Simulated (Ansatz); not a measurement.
Species: BAs2H4, charge 0, doublet. BAs2H4 (SMILES [AsH2][B][AsH2], doublet).
B3LYP-D3(BJ)/def2-TZVP minimum from Ansatz (a program for electronic structure):
```xyz
7

B      0.2494    -0.3918    -0.4807
As     0.2108    -1.3231     1.2663
H      0.1092    -2.7469     0.7464
H     -1.2738    -1.1888     1.5913
As    -0.1519     1.4239    -1.1610
H     -1.6302     1.5103    -0.7936
H     -0.3932     1.0578    -2.6154
```
Charge 0, spin multiplicity 2.

Quantity: atomisation energy (electronic, to ground-state atoms), in kcal/mol. Radicals and triplets start from unrestricted determinants; spin-orbit coupling is neglected. Correlated methods leave the cores frozen (noble-gas shells, and filled d and f shells in the p block). No relativity. CBS(X,Y): correlation extrapolated as X^-3, Hartree-Fock from the larger set. A bracket is a step between two methods taken in the basis named. Double hybrids freeze cores in their MP2 part. Where a partner has so few electrons that a lower coupled-cluster level is exact, that level stands in.

CCSD(T)/CBS(cc-pVTZ,cc-pVQZ) + [CCSDT(Q) - CCSD(T)]/cc-pVDZ (Ansatz) gives 397.6 kcal/mol.

Q: What does PBE/def2-TZVPD (Ansatz) give here, and how do the other levels compare?

A: PBE gives 411.7 kcal/mol, 14.1 kcal/mol above it. Differences of the others: B2PLYP/def2-TZVPD (Ansatz) -2.4; CCSD(T)/CBS(cc-pVTZ,cc-pVQZ) (Ansatz) -1.0 kcal/mol.
